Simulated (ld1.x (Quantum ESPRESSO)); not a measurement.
scandium (Sc) ultrasoft: all-electron and pseudo phase curves

ld1.x (Quantum ESPRESSO) 7.5 input, shortened:

```
&input
   title='Sc', zed=21., rel=1, dft='PBESOL', iswitch=3,
   config='[Ar] 3d1 4s1 4p0'
 /
 &inputp
   pseudotype=3, tm=.true., lloc=-1, rcloc=1.30,
   nlcc=.true., new_core_ps=.true., rcore=1.05,
   which_augfun='PSQ', rmatch_augfun_nc=.true.
 /
6
4S  1  0   1.00   0.00  2.90  3.20  0.0
4S  1  0   0.00  -0.15  2.90  3.20  0.0
3P  2  1   6.00   0.00  1.90  2.10  0.0
4P  3  1   0.00   0.00  1.90  2.10  0.0
3D  3  2   1.00   0.00  1.05  1.40  0.0
3D  3  2   0.00  -0.05  1.05  1.40  0.0
 &test
   configts(1)='3p6 3d1 4s1 4p0'
 /
```

The phase is arctan(r·u′/u) with u = r·R(r), unwrapped; energies in Ry, scanned from -5 to 5 Ry. A pole is an energy at which the radial function vanishes at the test radius. The pseudo phase is shifted by a multiple of π to meet the all-electron one at the reference energy, and phase errors are pseudo minus all-electron; the curves can meet again beyond the range given. Levels narrower than the energy grid can be missing from the lists of poles. Where the grid stepped over a known ghost or core level, its pole and its step of π were put in at the level’s energy.

```json
{"channel": "s", "radius (bohr)": "3.49", "reference energy (Ry)": "-0.71", "poles, all-electron": "-4.55, 0.20, 4.78", "poles, pseudo": "0.20, 3.75", "unbroken range about the reference energy with phases within 0.05 rad": "-4.5 to 1.8", "phase error 1 Ry above the reference energy (rad)": "-0.000"}
{"channel": "p", "radius (bohr)": "3.49", "reference energy (Ry)": "-0.46", "poles, all-electron": "-2.97, 0.83", "poles, pseudo": "-2.97, 0.76, 4.31", "unbroken range about the reference energy with phases within 0.05 rad": "-3.1 to 1.5", "phase error 1 Ry above the reference energy (rad)": "-0.011"}
{"channel": "d", "radius (bohr)": "3.49", "reference energy (Ry)": "-0.73", "poles, all-electron": "-0.63, 1.93", "poles, pseudo": "-0.63, 1.93", "unbroken range about the reference energy with phases within 0.05 rad": "below 3.8", "phase error 1 Ry above the reference energy (rad)": "-0.000"}
```

Note: ghost state, extra bound levels that the all-electron valence spectrum of the same l lacks: s at -313.7 eV (p not tested). A true bound ghost makes a file unfit for plane-wave use. Its overlap operator is not positive definite in a basis up to 400 Ry (lowest eigenvalue p -1.07), so the file is unfit for use: the generalised eigenproblem breaks down once the basis is large enough, and its test numbers describe a broken file.

Phases in the d channel:

```
E (Ry)  all-electron  pseudo
 -5.00         1.437   1.437
 -4.74         1.433   1.433
 -4.48         1.428   1.428
 -4.22         1.423   1.423
 -3.96         1.418   1.418
 -3.70         1.412   1.412
 -3.44         1.405   1.405
 -3.18         1.397   1.397
 -2.92         1.388   1.388
 -2.66         1.378   1.378
 -2.40         1.365   1.365
 -2.14         1.349   1.349
 -1.88         1.329   1.329
 -1.62         1.300   1.300
 -1.36         1.255   1.255
 -1.10         1.161   1.161
 -0.84         0.541   0.541
 -0.58        -1.659  -1.659
 -0.32        -1.861  -1.861
 -0.06        -2.027  -2.027
  0.20        -2.335  -2.335
  0.46        -3.143  -3.143
  0.72        -4.045  -4.045
  0.98        -4.390  -4.390
  1.24        -4.540  -4.540
  1.50        -4.624  -4.624
  1.76        -4.682  -4.681
  2.02        -4.727  -4.727
  2.28        -4.768  -4.768
  2.54        -4.809  -4.809
  2.80        -4.858  -4.857
  3.06        -4.925  -4.923
  3.32        -5.035  -5.031
  3.58        -5.284  -5.269
  3.84        -6.090  -6.027
  4.10        -7.158  -7.121
  4.36        -7.502  -7.487
  4.62        -7.635  -7.626
  4.88        -7.705  -7.699
```
